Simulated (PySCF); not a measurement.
Species: chlorobenzene, C6H5Cl.
Numbering: `[Cl:1][c:2]1[cH:3][cH:4][cH:5][cH:6][cH:7]1` (hydrogens: H8 on C3; H9 on C4; H10 on C5; H11 on C6; H12 on C7)

Theory: PBE0/6-31+G* geometry optimisation, gas phase (PySCF).

(1) List the bond lengths and angles at this level.

Results:

(1) 
```
         bond  length (Å)     order
       Cl1–C2       1.741    single
 C2–C3, C2–C7       1.393  aromatic
 C3–C4, C6–C7       1.394  aromatic
 C4–C5, C5–C6       1.394  aromatic
C3–H8, C7–H12       1.086    single
C4–H9, C6–H11       1.087    single
       C5–H10       1.087    single
```

Bonds in one row agree within 0.01 Å and their mean is given. Orders are formal, as drawn. A selection of angles:
```
    angle  degrees
Cl1–C2–C3    119.3
 C3–C2–C7    121.2
 C2–C3–C4    119.1
 C2–C3–H8    120.0
 C4–C3–H8    121.0
 C3–C4–C5    120.5
 C3–C4–H9    119.3
 C5–C4–H9    120.2
 C4–C5–C6    119.7
C4–C5–H10    120.1
 C5–C6–C7    120.5
```

All 6 C–C bonds measure 1.393 to 1.394 Å. The 6-membered ring C2–C3–C4–C5–C6–C7 has internal angles of 119.0° to 121.2°; it is planar, 0.00 Å rms from its mean plane, widest ring torsion 0°. The 7 heavy atoms lie in one plane (0.000 Å rms).

Point group: C2v (every atom within 0.08 Å of its image). Stationary, but not proved a minimum.
